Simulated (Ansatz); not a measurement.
Harmonic vibrations of (F)3Sn-S-SiH3 (SiSnH3SF3) by finite differences.

```yaml
crystal:
  periodic: [false, false, false]
  atoms:
    - {symbol: Sn, position_ang: [1.504550, -0.149690, 0.744603]}
    - {symbol: F, position_ang: [1.154942, -1.312014, -0.782249]}
    - {symbol: F, position_ang: [3.163432, 0.784439, 0.378893]}
    - {symbol: F, position_ang: [1.923861, -1.310163, 2.240126]}
    - {symbol: S, position_ang: [-0.443468, 1.217238, 0.984064]}
    - {symbol: Si, position_ang: [-1.609110, 0.305768, -0.648273]}
    - {symbol: H, position_ang: [-0.951021, 0.525975, -1.974422]}
    - {symbol: H, position_ang: [-1.856285, -1.147671, -0.388764]}
    - {symbol: H, position_ang: [-2.886891, 1.086118, -0.553986]}
basis:
  gaussian: {orbitals: def2-SVP}
hamiltonian: {xc: pbe, dispersion: d4}
scf: {omitted_lower_state_checks: [starts]}
phonons: {temperatures: {t_min: 298.15, t_max: 900, t_step: 200}}
```

```sh
$ ansatz run in.yaml --threads 2 --pin off --events-out ev --progress --plain --max-ram 32768MiB --backend cpu
```

Output, abridged:

```
Functional definition: PBE
mean field -32718.14608970 eV, -1202.3696916406 hartree, gradient 8.3e-5 eV, S^2 0.000000; 0 other end points of the search recorded, 0 dependent functions left out
mean field -32718.14595770 eV, -1202.3696867895 hartree, gradient 2.4e-6 eV, S^2 0.000000; 0 other end points of the search recorded, 0 dependent functions left out
mean field -32718.14603138 eV, -1202.3696894975 hartree, gradient 1.4e-6 eV, S^2 0.000000; 0 other end points of the search recorded, 0 dependent functions left out
mean field -32718.14601240 eV, -1202.3696887998 hartree, gradient 1.5e-6 eV, S^2 0.000000; 0 other end points of the search recorded, 0 dependent functions left out
mean field -32718.14598839 eV, -1202.3696879174 hartree, gradient 2.2e-6 eV, S^2 0.000000; 0 other end points of the search recorded, 0 dependent functions left out
mean field -32718.14598008 eV, -1202.3696876120 hartree, gradient 1.6e-6 eV, S^2 0.000000; 0 other end points of the search recorded, 0 dependent functions left out
mean field -32718.14600207 eV, -1202.3696884200 hartree, gradient 1.6e-6 eV, S^2 0.000000; 0 other end points of the search recorded, 0 dependent functions left out
mean field -32718.14610256 eV, -1202.3696921133 hartree, gradient 1.2e-6 eV, S^2 0.000000; 0 other end points of the search recorded, 0 dependent functions left out
mean field -32718.14606653 eV, -1202.3696907889 hartree, gradient 1.3e-6 eV, S^2 0.000000; 0 other end points of the search recorded, 0 dependent functions left out
mean field -32718.14603183 eV, -1202.3696895138 hartree, gradient 2.4e-6 eV, S^2 0.000000; 0 other end points of the search recorded, 0 dependent functions left out
mean field -32718.14609169 eV, -1202.3696917137 hartree, gradient 1.3e-6 eV, S^2 0.000000; 0 other end points of the search recorded, 0 dependent functions left out
mean field -32718.14602745 eV, -1202.3696893528 hartree, gradient 2.8e-6 eV, S^2 0.000000; 0 other end points of the search recorded, 0 dependent functions left out
mean field -32718.14606319 eV, -1202.3696906662 hartree, gradient 1.7e-6 eV, S^2 0.000000; 0 other end points of the search recorded, 0 dependent functions left out
mean field -32718.14607974 eV, -1202.3696912747 hartree, gradient 2.1e-6 eV, S^2 0.000000; 0 other end points of the search recorded, 0 dependent functions left out
mean field -32718.14598891 eV, -1202.3696879364 hartree, gradient 9.3e-7 eV, S^2 0.000000; 0 other end points of the search recorded, 0 dependent functions left out
mean field -32718.14609064 eV, -1202.3696916750 hartree, gradient 2.9e-6 eV, S^2 0.000000; 0 other end points of the search recorded, 0 dependent functions left out
mean field -32718.14605041 eV, -1202.3696901966 hartree, gradient 2.2e-6 eV, S^2 0.000000; 0 other end points of the search recorded, 0 dependent functions left out
mean field -32718.14608122 eV, -1202.3696913288 hartree, gradient 1.3e-6 eV, S^2 0.000000; 0 other end points of the search recorded, 0 dependent functions left out
mean field -32718.14608767 eV, -1202.3696915660 hartree, gradient 9.0e-7 eV, S^2 0.000000; 0 other end points of the search recorded, 0 dependent functions left out
mean field -32718.14611015 eV, -1202.3696923921 hartree, gradient 1.1e-6 eV, S^2 0.000000; 0 other end points of the search recorded, 0 dependent functions left out
mean field -32718.14605629 eV, -1202.3696904127 hartree, gradient 1.5e-6 eV, S^2 0.000000; 0 other end points of the search recorded, 0 dependent functions left out
mean field -32718.14603598 eV, -1202.3696896665 hartree, gradient 2.7e-6 eV, S^2 0.000000; 0 other end points of the search recorded, 0 dependent functions left out
mean field -32718.14608668 eV, -1202.3696915297 hartree, gradient 1.5e-6 eV, S^2 0.000000; 0 other end points of the search recorded, 0 dependent functions left out
mean field -32718.14608697 eV, -1202.3696915403 hartree, gradient 1.6e-6 eV, S^2 0.000000; 0 other end points of the search recorded, 0 dependent functions left out
mean field -32718.14600220 eV, -1202.3696884251 hartree, gradient 3.0e-6 eV, S^2 0.000000; 0 other end points of the search recorded, 0 dependent functions left out
mean field -32718.14605278 eV, -1202.3696902839 hartree, gradient 2.8e-6 eV, S^2 0.000000; 0 other end points of the search recorded, 0 dependent functions left out
mean field -32718.14605316 eV, -1202.3696902975 hartree, gradient 1.7e-6 eV, S^2 0.000000; 0 other end points of the search recorded, 0 dependent functions left out
mean field -32718.14608153 eV, -1202.3696913403 hartree, gradient 1.7e-6 eV, S^2 0.000000; 0 other end points of the search recorded, 0 dependent functions left out
mean field -32718.14604666 eV, -1202.3696900587 hartree, gradient 9.0e-7 eV, S^2 0.000000; 0 other end points of the search recorded, 0 dependent functions left out
mean field -32718.14608654 eV, -1202.3696915246 hartree, gradient 1.9e-6 eV, S^2 0.000000; 0 other end points of the search recorded, 0 dependent functions left out
mean field -32718.14604113 eV, -1202.3696898556 hartree, gradient 2.7e-6 eV, S^2 0.000000; 0 other end points of the search recorded, 0 dependent functions left out
mean field -32718.14599096 eV, -1202.3696880119 hartree, gradient 2.3e-6 eV, S^2 0.000000; 0 other end points of the search recorded, 0 dependent functions left out
mean field -32718.14603453 eV, -1202.3696896131 hartree, gradient 1.2e-6 eV, S^2 0.000000; 0 other end points of the search recorded, 0 dependent functions left out
mean field -32718.14600164 eV, -1202.3696884044 hartree, gradient 2.9e-6 eV, S^2 0.000000; 0 other end points of the search recorded, 0 dependent functions left out
mean field -32718.14600290 eV, -1202.3696884509 hartree, gradient 1.1e-6 eV, S^2 0.000000; 0 other end points of the search recorded, 0 dependent functions left out
mean field -32718.14599829 eV, -1202.3696882811 hartree, gradient 7.1e-7 eV, S^2 0.000000; 0 other end points of the search recorded, 0 dependent functions left out
mean field -32718.14602568 eV, -1202.3696892878 hartree, gradient 1.3e-6 eV, S^2 0.000000; 0 other end points of the search recorded, 0 dependent functions left out
mean field -32718.14606322 eV, -1202.3696906675 hartree, gradient 2.3e-6 eV, S^2 0.000000; 0 other end points of the search recorded, 0 dependent functions left out
mean field -32718.14608528 eV, -1202.3696914782 hartree, gradient 2.8e-6 eV, S^2 0.000000; 0 other end points of the search recorded, 0 dependent functions left out
mean field -32718.14608873 eV, -1202.3696916049 hartree, gradient 2.8e-6 eV, S^2 0.000000; 0 other end points of the search recorded, 0 dependent functions left out
mean field -32718.14607678 eV, -1202.3696911658 hartree, gradient 2.5e-6 eV, S^2 0.000000; 0 other end points of the search recorded, 0 dependent functions left out
mean field -32718.14603860 eV, -1202.3696897627 hartree, gradient 5.7e-7 eV, S^2 0.000000; 0 other end points of the search recorded, 0 dependent functions left out
mean field -32718.14605354 eV, -1202.3696903118 hartree, gradient 1.3e-6 eV, S^2 0.000000; 0 other end points of the search recorded, 0 dependent functions left out
mean field -32718.14606566 eV, -1202.3696907571 hartree, gradient 2.7e-6 eV, S^2 0.000000; 0 other end points of the search recorded, 0 dependent functions left out
mean field -32718.14610022 eV, -1202.3696920272 hartree, gradient 8.9e-7 eV, S^2 0.000000; 0 other end points of the search recorded, 0 dependent functions left out
mean field -32718.14603899 eV, -1202.3696897769 hartree, gradient 5.9e-7 eV, S^2 0.000000; 0 other end points of the search recorded, 0 dependent functions left out
mean field -32718.14603699 eV, -1202.3696897036 hartree, gradient 1.5e-6 eV, S^2 0.000000; 0 other end points of the search recorded, 0 dependent functions left out
mean field -32718.14607542 eV, -1202.3696911157 hartree, gradient 2.0e-6 eV, S^2 0.000000; 0 other end points of the search recorded, 0 dependent functions left out
mean field -32718.14608897 eV, -1202.3696916139 hartree, gradient 2.4e-6 eV, S^2 0.000000; 0 other end points of the search recorded, 0 dependent functions left out
mean field -32718.14604590 eV, -1202.3696900308 hartree, gradient 8.5e-7 eV, S^2 0.000000; 0 other end points of the search recorded, 0 dependent functions left out
mean field -32718.14605237 eV, -1202.3696902688 hartree, gradient 1.4e-6 eV, S^2 0.000000; 0 other end points of the search recorded, 0 dependent functions left out
mean field -32718.14607026 eV, -1202.3696909263 hartree, gradient 2.8e-6 eV, S^2 0.000000; 0 other end points of the search recorded, 0 dependent functions left out
mean field -32718.14607148 eV, -1202.3696909708 hartree, gradient 2.0e-6 eV, S^2 0.000000; 0 other end points of the search recorded, 0 dependent functions left out
mean field -32718.14607869 eV, -1202.3696912361 hartree, gradient 2.6e-6 eV, S^2 0.000000; 0 other end points of the search recorded, 0 dependent functions left out
mean field -32718.14608879 eV, -1202.3696916072 hartree, gradient 2.5e-6 eV, S^2 0.000000; 0 other end points of the search recorded, 0 dependent functions left out
Total energy: -32718.41238701 eV, -1202.3794778864 hartree
Atom 0 at     1.504550    -0.149690     0.744603 Å, force    -0.018595     0.003776    -0.007708 eV/Å
Atom 1 at     1.154942    -1.312014    -0.782249 Å, force    -0.000304     0.000242     0.001917 eV/Å
Atom 2 at     3.163432     0.784439     0.378893 Å, force     0.004661     0.004031     0.000237 eV/Å
Atom 3 at     1.923861    -1.310163     2.240126 Å, force     0.004464    -0.001683     0.007274 eV/Å
Atom 4 at    -0.443468     1.217238     0.984064 Å, force     0.010799    -0.008698    -0.000572 eV/Å
Atom 5 at    -1.609110     0.305768    -0.648273 Å, force    -0.001588    -0.001759    -0.002803 eV/Å
Atom 6 at    -0.951021     0.525975    -1.974422 Å, force    -0.000271     0.001654     0.002417 eV/Å
Atom 7 at    -1.856285    -1.147671    -0.388764 Å, force    -0.000957     0.002908    -0.000288 eV/Å
Atom 8 at    -2.886891     1.086118    -0.553986 Å, force     0.001791    -0.000471    -0.000474 eV/Å
Dipole moment:    -0.588452     0.208283    -0.139309 e Å
Vibrations: 24.84 90.11 104.91 133.20 154.34 166.80 170.07 184.85 354.32 457.28 594.37 596.06 613.84 631.12 635.42 879.40 896.96 904.61 2185.93 2205.49 2215.57 cm⁻¹, zero-point energy 0.880256 eV
Checks for a lower state left out: starts
```

It took 63 s on 2 threads of AMD EPYC 7R13 on a shared host.

In the def2 sets Sn takes a core potential; there is no spin–orbit coupling.
